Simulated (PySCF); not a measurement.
Species: `C=N[C@]1(C(=C)C)C[SiH2]1`. The columns A, B, C and D hold Mulliken, IAO, Hirshfeld and ESP-fitted charges (e) of one PBE0/pcSseg-1 density (PySCF), in a shuffled order. Coordinates in Å (GFN2-xTB); the density's dipole moment is (-0.86, 0.73, 0.02) D.

| atom | x | y | z | A | B | C | D |
| --- | --- | --- | --- | --- | --- | --- | --- |
| C1 | 1.475 | -0.379 | -1.816 | -0.027 | +0.003 | -0.169 | -0.032 |
| N2 | 1.214 | -0.935 | -0.715 | -0.132 | -0.347 | -0.248 | -0.474 |
| C3 | 0.188 | -0.539 | 0.139 | -0.016 | -0.264 | -0.090 | +0.380 |
| C4 | -0.462 | 0.788 | -0.068 | +0.011 | -0.394 | +0.007 | +0.323 |
| C5 | -1.513 | 0.932 | -0.862 | -0.107 | -0.025 | -0.327 | -0.652 |
| C6 | 0.203 | 1.948 | 0.611 | -0.118 | -0.125 | -0.421 | -0.590 |
| C7 | 0.408 | -1.035 | 1.579 | -0.169 | -0.341 | -0.520 | -0.649 |
| Si8 | -0.810 | -2.109 | 0.651 | +0.303 | +0.533 | +0.633 | +0.237 |
| H9 | 2.265 | -0.804 | -2.417 | +0.044 | +0.108 | +0.149 | +0.108 |
| H10 | 0.959 | 0.495 | -2.219 | +0.030 | +0.093 | +0.111 | +0.079 |
| H11 | -1.955 | 1.896 | -1.059 | +0.043 | +0.100 | +0.143 | +0.231 |
| H12 | -1.971 | 0.086 | -1.348 | +0.038 | +0.107 | +0.146 | +0.185 |
| H13 | 0.085 | 1.874 | 1.691 | +0.044 | +0.129 | +0.148 | +0.154 |
| H14 | 1.272 | 1.943 | 0.396 | +0.043 | +0.126 | +0.151 | +0.184 |
| H15 | -0.223 | 2.892 | 0.280 | +0.045 | +0.112 | +0.145 | +0.157 |
| H16 | 0.048 | -0.374 | 2.355 | +0.044 | +0.144 | +0.155 | +0.191 |
| H17 | 1.407 | -1.395 | 1.780 | +0.043 | +0.152 | +0.171 | +0.216 |
| H18 | -2.222 | -1.905 | 0.928 | -0.061 | -0.059 | -0.097 | -0.039 |
| H19 | -0.377 | -3.370 | 0.087 | -0.056 | -0.053 | -0.086 | -0.011 |

Question: Which column most likely holds the ESP-fitted charges?

Answer: D. Σ q r misses the density's dipole by 0.08 D (D), 1.02 D (A), 1.20 D (B), 1.82 D (C). Charges fitted to the outside potential are the only set here that is tied to the molecule's multipoles.

Question: And the Hirshfeld charges?

Answer: A. The mean sizes are 0.072 e (A), 0.169 e (B), 0.206 e (C), 0.257 e (D), and Hirshfeld charges are commonly the smallest of these schemes.

As computed, A = Hirshfeld, B = Mulliken, C = IAO, D = ESP-fitted. Hydrogens on carbon: Hirshfeld +0.03 to +0.04, Mulliken +0.09 to +0.15, IAO +0.11 to +0.17, ESP-fitted +0.08 to +0.23 e.

The Hirshfeld scheme divides the density at each point in proportion to the densities of the neutral, spherically averaged free atoms. The ESP scheme fits charges at the nuclei, held to the total charge, to the electrostatic potential on points at 1.4 to 2.0 times the van der Waals radii.

Isolated species at its GFN2-xTB geometry (one conformer only).

Conformer computed: `[CH2:1]=[N:2][C@:3]1([C:4](=[CH2:5])[CH3:6])[CH2:7][SiH2:8]1`: C1–N2–C3–C4 -14°, N2–C3–C4–C5 89°.
